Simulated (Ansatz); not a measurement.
CH6BClSi2 (`ClB[SiH]1C[SiH2]1`), relaxed with RKS PBE0-D4/def2-TZVP in Ansatz from a PBE-D4/def2-SVP geometry. The force threshold is 0.005 eV/Å; the program also tests the step.

Total charge 0; spin multiplicity 1.

Start:

```xyz
11

Cl   -2.327   -0.379    1.458
B    -1.434    1.098    1.066
Si   -0.071    0.997   -0.343
C     0.122   -0.710   -1.218
Si    1.285   -0.788    0.274
H    -1.657    2.080    1.745
H     0.630    2.167   -0.964
H     0.597   -0.695   -2.216
H    -0.790   -1.334   -1.191
H     2.752   -0.766   -0.029
H     0.894   -1.670    1.418
```

| step | energy (eV) | largest force (eV/Å) | largest move (Å) |
| --- | --- | --- | --- |
| 1 | -30077.2945 | 0.539 | 0.000 |
| 2 | -30077.3350 | 0.178 | 0.034 |
| 3 | -30077.3405 | 0.080 | 0.015 |
| 4 | -30077.3407 | 0.075 | 0.015 |
| 5 (rejected) | -30077.3379 | 0.211 | 0.045 |
| 6 | -30077.3415 | 0.020 | 0.022 |
| 7 | -30077.3417 | 0.025 | 0.013 |
| 8 | -30077.3418 | 0.018 | 0.008 |
| 9 | -30077.3418 | 0.010 | 0.005 |
| 10 | -30077.3418 | 0.013 | 0.002 |
| 11 | -30077.3418 | 0.006 | 0.004 |
| 12 (rejected) | -30077.3418 | 0.007 | 0.003 |
| 13 | -30077.3418 | 0.003 | 0.001 |

End:

```xyz
11

Cl   -2.379   -0.322    1.458
B    -1.450    1.107    1.058
Si   -0.037    0.964   -0.295
C     0.130   -0.707   -1.196
Si    1.306   -0.797    0.261
H    -1.671    2.088    1.699
H     0.579    2.147   -0.941
H     0.589   -0.667   -2.181
H    -0.760   -1.332   -1.181
H     2.750   -0.787   -0.064
H     0.942   -1.692    1.381
```

Hardware: 4 threads of an Arm Neoverse V1 on a shared host. Wall time 63 s, peak host memory 0.62 GiB.
